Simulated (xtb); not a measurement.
C$_{4}$H$_{7}$O (SMILES [CH2]CC(C)=O), doublet, from a rough starting geometry; GFN2-xTB in xtb 6.7.1.

The xtb input:
```
$ xtb mol.xyz --gfn 2 --uhf 1 --opt vtight --json

# file mol.xyz
12

C     -1.44874715     0.80086135    -0.01084092
C     -0.94967101    -0.58750761    -0.31601273
C      0.29488861    -0.48973013     0.53468288
C      1.56465420     0.04808353    -0.11630266
O      0.27208401    -0.93883141     1.68518251
H     -2.04027230     0.85005302     0.87007177
H     -1.03831584     1.71463105    -0.43917427
H     -1.62195636    -1.40696570    -0.01377560
H     -0.61124397    -0.57775528    -1.44444927
H      2.21321725     0.31144779     0.61702321
H      1.93231793    -0.63695494    -0.84731360
H      1.30345966     1.05370017    -0.61469954
```

It wrote (shortened):

```
   ID    Z sym.   atoms
    1    6 C      1-4
    2    8 O      5
    3    1 H      6-12

           -------------------------------------------------
          |                Calculation Setup                |
           -------------------------------------------------

           -------------------------------------------------
          |                 G F N 2 - x T B                 |
           -------------------------------------------------

          ...................................................
          :                      SETUP                      :
          :.................................................:
          :  # basis functions                  27          :
          :  # atomic orbitals                  27          :
          :  # shells                           17          :
          :  # electrons                        29          :
          :  max. iterations                   250          :
          :  Hamiltonian                  GFN2-xTB          :
          :  restarted?                      false          :
          :  GBSA solvation                  false          :
          :  PC potential                    false          :
          :  electronic temp.          300.0000000     K    :
          :  accuracy                    1.0000000          :
          :  -> integral cutoff          0.2500000E+02      :
          :  -> integral neglect         0.1000000E-07      :
          :  -> SCF convergence          0.1000000E-05 Eh   :
          :  -> wf. convergence          0.1000000E-03 e    :
          :  Broyden damping             0.4000000          :
          :  net charge                          0          :
          :  unpaired electrons                  1          :
          ...................................................

 iter      E             dE          RMSdq      gap      omega  full diag
   1    -16.2275071 -0.162275E+02  0.409E+00    2.85       0.0  T
   2    -16.2688910 -0.413839E-01  0.213E+00    2.33       1.0  T
   3    -16.2757103 -0.681921E-02  0.143E+00    2.61       1.0  T
   4    -16.2800381 -0.432786E-02  0.227E-01    2.38       1.0  T
   5    -16.2801489 -0.110762E-03  0.124E-01    2.51       1.0  T
   6    -16.2802911 -0.142203E-03  0.624E-02    2.44       1.0  T
   7    -16.2803080 -0.168763E-04  0.230E-02    2.46       1.3  T
   8    -16.2803084 -0.456245E-06  0.530E-03    2.46       5.4  T
   9    -16.2803086 -0.194222E-06  0.205E-03    2.46      14.1  T
[...]
 * total energy  :   -16.1020541 Eh     change       -0.3285371E-05 Eh
 * total energy  :   -16.1020574 Eh     change       -0.3211157E-05 Eh
 * total energy  :   -16.1020608 Eh     change       -0.3455718E-05 Eh
 * total energy  :   -16.1020633 Eh     change       -0.2536326E-05 Eh
 * total energy  :   -16.1020662 Eh     change       -0.2861994E-05 Eh
 * total energy  :   -16.1020698 Eh     change       -0.3596092E-05 Eh
 * total energy  :   -16.1020722 Eh     change       -0.2413084E-05 Eh
 * total energy  :   -16.1020742 Eh     change       -0.1954420E-05 Eh
 * total energy  :   -16.1020753 Eh     change       -0.1142367E-05 Eh
 * total energy  :   -16.1020760 Eh     change       -0.6917386E-06 Eh
 * total energy  :   -16.1020763 Eh     change       -0.3067059E-06 Eh
 * total energy  :   -16.1020764 Eh     change       -0.5858995E-07 Eh
   *** GEOMETRY OPTIMIZATION CONVERGED AFTER 18 ITERATIONS ***
         :: total energy             -16.102076367498 Eh    ::
[...]
    11   1 H        0.924     0.070     2.088     2.260
    12   1 H        0.925     0.062     2.172     2.305

 Mol. C6AA /au·bohr⁶  :       1201.532661
 Mol. C8AA /au·bohr⁸  :      26470.355101
 Mol. α(0) /au        :         52.789221

Wiberg/Mayer (AO) data.
largest (>0.10) Wiberg bond orders for each atom

 ---------------------------------------------------------------------------
     #   Z sym  total        # sym  WBO       # sym  WBO       # sym  WBO
 ---------------------------------------------------------------------------
     1   6 C    3.468 --     2 C    1.111     6 H    0.984     7 H    0.984
                             3 C    0.201     5 O    0.141
     2   6 C    3.990 --     1 C    1.111     9 H    0.964     8 H    0.963
                             3 C    0.880
     3   6 C    3.916 --     5 O    1.812     4 C    1.000     2 C    0.880
                             1 C    0.201
     4   6 C    3.994 --     3 C    1.000    10 H    0.978    12 H    0.974
                            11 H    0.956
     5   8 O    2.107 --     3 C    1.812     1 C    0.141
     6   1 H    0.997 --     1 C    0.984
     7   1 H    0.998 --     1 C    0.984
     8   1 H    0.995 --     2 C    0.963
     9   1 H    0.997 --     2 C    0.964
    10   1 H    0.995 --     4 C    0.978
    11   1 H    0.995 --     4 C    0.956
    12   1 H    0.996 --     4 C    0.974
 ---------------------------------------------------------------------------

Topologies differ in total number of bonds
Writing topology from bond orders to xtbtopo.mol

molecular dipole:
                 x           y           z       tot (Debye)
 q only:        0.075       0.367      -1.024
   full:        0.138       0.461      -1.156       3.183
molecular quadrupole (traceless):
                xx          xy          yy          xz          yz          zz
 q only:        3.256       0.861       0.304      -1.081       3.037      -3.559
  q+dip:        3.040       1.305       0.863      -2.153       3.727      -3.902
   full:        3.178       0.913       1.146      -1.817       4.075      -4.323

optimized geometry written to: xtbopt.xyz

           -------------------------------------------------
          | TOTAL ENERGY              -16.102076367498 Eh   |
          | GRADIENT NORM               0.000084684667 Eh/α |
          | HOMO-LUMO GAP               2.524881192837 eV   |
           -------------------------------------------------
```
